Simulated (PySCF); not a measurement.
PySCF 2.14 output of an unrestricted B3LYP calculation on a single atom or ion in def2-SVP, with no relativity, point nucleus:

```
SCF conv_tol = 1e-09
number electrons alpha = 6  beta = 6
    P. J. Stephens, F. J. Devlin, C. F. Chabalowski, and M. J. Frisch.,  J. Phys. Chem. 98, 11623 (1994)
cycle= 1 E= -242.080466668166  delta_E= -0.00176  |g|= 0.00691  |ddm|= 0.15
cycle= 2 E= -242.080481452599  delta_E= -1.48e-05  |g|= 0.00131  |ddm|= 0.0134
cycle= 3 E= -242.080482001396  delta_E= -5.49e-07  |g|= 1.12e-06  |ddm|= 0.00206
cycle= 4 E= -242.080482001397  delta_E= -4.83e-13  |g|= 1.76e-08  |ddm|= 5.02e-07
converged SCF energy = -242.080482001397  <S^2> = 2.6645353e-15  2S+1 = 1
```

The run itself started from symmetry-adapted Hartree-Fock orbitals and held the occupation by maximum overlap, on a logarithmic radial grid, so the iterations belong to that start.

Question: Which element, charge and spin multiplicity is this?

Answer: Al⁺ (aluminium, charge +1), multiplicity 1; the state was [Ne] 3s2, closed-shell 1S.
